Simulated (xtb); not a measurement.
Input for xtb: GFN2-xTB on TeO, 2S+1 = 3, a spin state set in the input, which need not be the lowest, a point of a bond scan (R = 1.771 Å).

```
$ xtb mol.xyz --gfn 2 --sp --chrg 0 --uhf 2
2

O      0.00000000     0.00000000     0.00000000
Te     0.00000000     0.00000000     1.77090400
```

Question: What total energy does the run end on?

Answer: -7.0685 hartree.
